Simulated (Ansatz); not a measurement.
`C[Si](N)(O)S` → C• + 7 H• + N• + O• + S• + Si•  (atomization)

Program: Ansatz. Geometries: PBE0-D4/def2-TZVP. ΔE: electronic, gas phase. CBS: MP2 limit from def2 TZ/QZ plus the TZ coupled-cluster correction, frozen cores. This one scheme is used for every species, atoms too. For atomizations the MP2-based limit and the directly extrapolated one differ by several kJ/mol either way, and by 10 to 25 for some Ge, Se and Sn compounds, so smaller differences from it don't rank the levels. DFT in def2-TZVPP. B3LYP here is the variant with VWN-RPA as its local correlation; programs differ in this. Open shells (•) are unrestricted, without spin–orbit coupling. Spin–orbit coupling would lower the free atoms: a little for C, O, S, Si. One conformer a species, not always the lowest.

```
             level  ΔE (eV)  difference from CCSD(T)/CBS
       LDA (SPW92)    52.03                         6.22
         revPBE-D4    45.18                        -0.63
           BLYP-D4    45.52                        -0.29
          B3LYP-D4    45.62                        -0.19
          BHLYP-D4    44.36                        -1.45
               PBE    45.96                         0.15
              BLYP    44.87                        -0.94
              PBE0    45.25                        -0.56
           r2SCANh    45.32                        -0.49
             BHLYP    43.99                        -1.82
      MP2/def2-SVP    42.55                        -3.26
     CCSD/def2-SVP    41.67                        -4.14
    MP2/def2-TZVPP    45.06                        -0.75
SCS-MP2/def2-TZVPP    44.98                        -0.83
   CCSD/def2-TZVPP    43.74                        -2.07
    CCSD/CBS(def2)    45.15                        -0.66
       CCSD(T)/CBS    45.81                            0
```

Largest T1 diagnostic among the species: 0.012.

From BLYP to BHLYP (50 % exact exchange), in def2-TZVPP and without D4, ΔE moves by −0.89 eV: exact exchange takes away binding that semilocal exchange gives to molecules. Leaving LDA and LC-ωPBE aside and taking each functional with its dispersion term where it has one, the values, not all of them listed here, spread over 1.90 eV, from BHLYP-D4 to PBE-D4. LDA lies +6.07 eV from PBE without D4, its usual overbinding.
